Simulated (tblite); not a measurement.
C2H4O2, charge -1, doublet, geometry from GFN2-xTB (a state made from the parent by changing its charge; the spin is typed, not shown lowest); GFN1-xTB with ALPB(water) in tblite 0.6.0.

The tblite input:
```
$ tblite run mol.xyz --method gfn1 --charge -1 --spin 1 --alpb water --json tblite.json --no-restart

# file mol.xyz
8

C     -1.35694313    -0.34695005    -0.01470161
O     -0.11621097    -0.92096213    -0.20521993
C      1.01595326     0.07657087    -0.15725667
O      0.77579441     1.25696160     0.28556146
H     -1.96902920    -0.39407010    -0.93383438
H     -1.90675889    -0.86419747     0.79042516
H     -1.21390419     0.70871758     0.26674643
H      1.85896390    -0.51617084     0.26568012
```

What does tblite print? Leave out banner, timings and long lists.


```
xTB calculator
 | screened Coulomb repulsion
 | Coulomb electrostatics
 |  * isotropic Klopman-Ohno-Mataga-Nishimoto electrostatics
 |  * onsite third-order electrostatics
 | DFT-D3(BJ) dispersion correction
 | Interactions (3)
 | [1] alpb/gbsa reaction field model
 | [2] cds contribution to solvation
 | [3] empirical free energy shift and standard state/solvent correction

halogen bonding energy    0.0000000000000E+00 Eh
repulsion energy          9.4474276359111E-02 Eh
dispersion energy        -1.6864742133370E-03 Eh
interaction energy        3.3423660951255E-03 Eh
number of electrons       2.5000000000000E+01 e
integral cutoff           1.9731147476801E+01 bohr

------------------------------------------------------------
  cycle        total energy    energy error   density error
------------------------------------------------------------
      1     -15.79058412638  -1.5886714E+01   6.4089889E-01
      2     -16.00134323949  -2.1075911E-01   3.3633761E-01
      3     -16.01008823077  -8.7449913E-03   1.4606391E-01
      4     -16.01031536006  -2.2712930E-04   3.4559957E-02
      5     -16.01174129960  -1.4259395E-03   1.0831011E-02
      6     -16.01189666367  -1.5536407E-04   2.3873390E-03
      7     -16.01190241386  -5.7501815E-06   4.7360268E-04
      8     -16.01190255013  -1.3627255E-07   2.1649420E-04
      9     -16.01190261540  -6.5274310E-08   2.6608207E-05
     10     -16.01190261622  -8.1526252E-10   5.0019675E-06
------------------------------------------------------------

electronic energy        -1.6108032784458E+01 Eh
total energy             -1.6011902616217E+01 Eh

Post processing:
 | Mayer-Wiberg bond orders

[Info] JSON dump of results written to 'tblite.json'
```
